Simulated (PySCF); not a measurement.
Isomers of C6H16AlN, from PBE0-D3(BJ)/def2-SVP geometry optimisation, gas phase (PySCF 2.14.0). One conformer each, no zero-point energy, no frequencies.

Question: Which isomer lies lowest at this level?
A. AlMe2(NHtBu) (`C(C)(C)(C)[NH][Al]([CH3])[CH3]`): A = 2463, B = 957.8, C = 820.4 MHz, dipole 0.64 D
B. `[CH3:1][Al@@H-:2]1[CH2:3][CH2:4][CH2:5][N+:6]1([CH3:7])[CH3:8]` with C1–Al2–C3–C4 -108°, Al2–C3–C4–C5 -26°, C3–C4–C5–N6 51°, C4–C5–N6–C7 72°: A = 1849, B = 1643, C = 1168 MHz, dipole 4.31 D
C. AlMe2(NEt2), `CC[N](CC)[Al]([CH3])[CH3]`: A = 1704, B = 1246, C = 828.9 MHz, dipole 0.32 D

Answer: A. That is AlMe2(NHtBu), `[CH3][Al]([CH3])[NH]C(C)(C)C`, 7.9 kcal/mol below the next.

```json
{"SMILES": "[CH3][Al]([CH3])[NH]C(C)(C)C", "mapped SMILES": "–", "E (Eh)": "-534.76375", "relative (kcal/mol)": "0.0", "relative (kJ/mol)": "0.0", "dipole (D)": "0.64"}
{"SMILES": "CC[N](CC)[Al]([CH3])[CH3]", "mapped SMILES": "–", "E (Eh)": "-534.75110", "relative (kcal/mol)": "7.9", "relative (kJ/mol)": "33.2", "dipole (D)": "0.32"}
{"SMILES": "[CH3][Al@@H-]1[CH2]CC[N+]1(C)C", "mapped SMILES": "[CH3:1][Al@@H-:2]1[CH2:3][CH2:4][CH2:5][N+:6]1([CH3:7])[CH3:8]", "E (Eh)": "-534.73467", "relative (kcal/mol)": "18.2", "relative (kJ/mol)": "76.4", "dipole (D)": "4.31"}
```
